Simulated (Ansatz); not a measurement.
`C[SiH2][GeH3]` + NH₃ → `N[SiH2][GeH3]` + CH₄ at 600 K and 1 bar (ligand exchange at the Si–C bond).

Calculated with Ansatz (gas phase, PBE0-D4/def2-TZVP geometries, no zero-point term in ΔE). CBS: MP2 limit from def2 TZ/QZ plus the TZ coupled-cluster correction, frozen cores. This one scheme is used for every species. For Ge outer-core shells are correlated without core-valence functions, which leaves a few kJ/mol of doubt a bond. Scalar relativity is left out up to krypton. One conformer a species, not always the lowest.

```json
{"species": "`C[SiH2][GeH3]`", "CCSD(T)/CBS energy (Eh)": "-2408.05773", "H − E (kJ/mol)": "263.4", "S (J/(mol·K))": "434.5"}
{"species": "NH₃", "CCSD(T)/CBS energy (Eh)": "-56.50880", "H − E (kJ/mol)": "112.4", "S (J/(mol·K))": "219.5"}
{"species": "`N[SiH2][GeH3]`", "CCSD(T)/CBS energy (Eh)": "-2424.12162", "H − E (kJ/mol)": "234.0", "S (J/(mol·K))": "430.6"}
{"species": "CH₄", "CCSD(T)/CBS energy (Eh)": "-40.46206", "H − E (kJ/mol)": "140.4", "S (J/(mol·K))": "215.7"}
```

H − E and S are ideal-gas, rigid-rotor, harmonic terms from PBE0-D4/def2-TZVP, for one conformer and one mirror image of each species. 1 Eh = 2625.50 kJ/mol, R = 8.31446 J/(mol·K).

Question: By hand: ΔE, ΔH, ΔS and ΔG.

Answer: ΔE = (-2424.12162) + (-40.46206) − (-2408.05773) − (-56.50880) = -0.01715 Eh = -45.0 kJ/mol. Δ(H − E) = 234.0 + 140.4 − 263.4 − 112.4 = -1.4, so ΔH = -46.4 kJ/mol. ΔS = 430.6 + 215.7 − 434.5 − 219.5 = -7.7 J/(mol·K). ΔG = -46.4 − 600 × (-7.7)/1000 = -41.8 kJ/mol.

Question: By hand: the equilibrium constant, and the temperature at which ΔG would vanish if ΔH and ΔS stayed fixed.

Answer: log₁₀ K = −ΔG/(RT ln 10) = 3.6. ΔG = 0 at ΔH/ΔS = 6026 K, far beyond where these terms or the molecules hold.

The number of gas molecules stays the same, so ΔS is small and ΔH decides. A doubt of 5 kJ/mol in ΔE shifts log₁₀ K by 0.4 here. Other conformers and mirror images would add mixing entropy, several J/(mol·K) or more a flexible species. These are equilibria of isolated gas molecules and say nothing of rates. Largest T1 diagnostic: 0.011 (customary marks: 0.02 for closed shells, 0.045 for open ones).
